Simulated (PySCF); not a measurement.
**Löwdin shares of the frontier orbitals**

Compound: C6H11NSi2.
SMILES with atom numbers: `[SiH3:1][N:2]([SiH3:3])[c:4]1[cH:5][cH:6][cH:7][cH:8][cH:9]1` (hydrogens: H10, H11, H12 on Si1; H13, H14, H15 on Si3; H16 on C5; H17 on C6; H18 on C7; H19 on C8; H20 on C9)

Structure used (PBE0-D3(BJ)/def2-SVP), in Å, numbered top down from 1:
```
atom  x, y, z in Å
Si1   -2.3423   -1.5270    0.3205
N2    -1.4776   -0.0619   -0.1480
Si3   -2.3374    1.3321   -0.8048
C4    -0.0765   -0.0082   -0.0038
C5     0.5958   -0.8622    0.8873
C6     1.9799   -0.8099    1.0213
C7     2.7329    0.0998    0.2816
C8     2.0774    0.9558   -0.6013
C9     0.6948    0.9008   -0.7481
H10   -3.7208   -1.4131   -0.2316
H11   -1.6507   -2.7223   -0.2454
H12   -2.4318   -1.6972    1.8043
H13   -3.7871    1.1106   -0.5453
H14   -1.8705    2.5773   -0.1275
H15   -2.1331    1.4965   -2.2780
H16    0.0300   -1.5677    1.5016
H17    2.4726   -1.4872    1.7232
H18    3.8183    0.1413    0.3920
H19    2.6480    1.6738   -1.1954
H20    0.2117    1.5652   -1.4695
```

Computed, not measured: TDDFT wB97X-D/def2-SVPD, vertical, gas phase, core orbitals frozen in the response (PySCF).

Kohn–Sham orbitals with the atoms that hold most of them (Löwdin shares over 4%, at most four atoms; ? is withheld):

```json
{"orbital": "LUMO+2", "ε (eV)": "1.89", "atoms": "Si1 24%, Si3 24%, N2 6%, H10 6%"}
{"orbital": "LUMO+1", "ε (eV)": "1.54", "atoms": "C4 19%, C7 19%, C6 10%, C8 10%"}
{"orbital": "LUMO", "ε (eV)": "1.29", "atoms": "?"}
{"orbital": "HOMO", "ε (eV)": "?", "atoms": "N2 25%, C7 16%, C4 13%, C9 10%"}
{"orbital": "HOMO-1", "ε (eV)": "-9.19", "atoms": "?"}
{"orbital": "HOMO-2", "ε (eV)": "-10.39", "atoms": "N2 22%, C7 10%, C4 10%, Si1 8%"}
{"orbital": "HOMO-3", "ε (eV)": "-11.17", "atoms": "Si3 16%, Si1 16%, H14 10%, H11 10%"}
```

(1) Which atoms hold the HOMO-1, and with what shares?

(2) Give the leading atoms of the LUMO.

(3) What is the HOMO energy, and the HOMO–LUMO gap?

Answers

(1) C5 (bonded to 2 C and H) 21%; C9 (bonded to 2 C and H) 21%; C8 (bonded to 2 C and H) 20%; C6 (bonded to 2 C and H) 20%.

(2) C8 (bonded to 2 C and H) 17%; C6 (bonded to 2 C and H) 17%; C5 (bonded to 2 C and H) 16%; C9 (bonded to 2 C and H) 16%.

(3) ε(HOMO) = -8.07 eV; the gap is 9.36 eV (0.3440 hartree).

Task: How does S1 compare with the orbital gap of 9.36 eV?

Result: S1 is at 5.01 eV (f = 0.025), 4.35 eV below the gap, made of HOMO→LUMO (81%), HOMO-1→LUMO+1 (15%). Without the coupling terms of the response equations the lowest excitation would equal the gap.

Task: Give energy, strength and leading configuration of S1, S2 and S5, and follow the Löwdin shares of the leading atoms from the occupied to the empty orbital.

Result: 
- S1 (5.01 eV, f 0.025), HOMO→LUMO (81%): N2 25% → at most 17%, C7 16% → at most 17%, C8 at most 10% → 17%, C6 at most 10% → 17%
- S2 (5.59 eV, f 0.207), HOMO→LUMO+1 (87%): N2 25% → at most 10%, C7 16% → 19%, C4 13% → 19%
- S5 (6.66 eV, f 0.513), HOMO-1→LUMO (75%): C5 21% → 16%, C9 21% → 16%, C8 20% → 17%, C6 20% → 17%

Löwdin shares depend on the basis, the more so with diffuse functions.
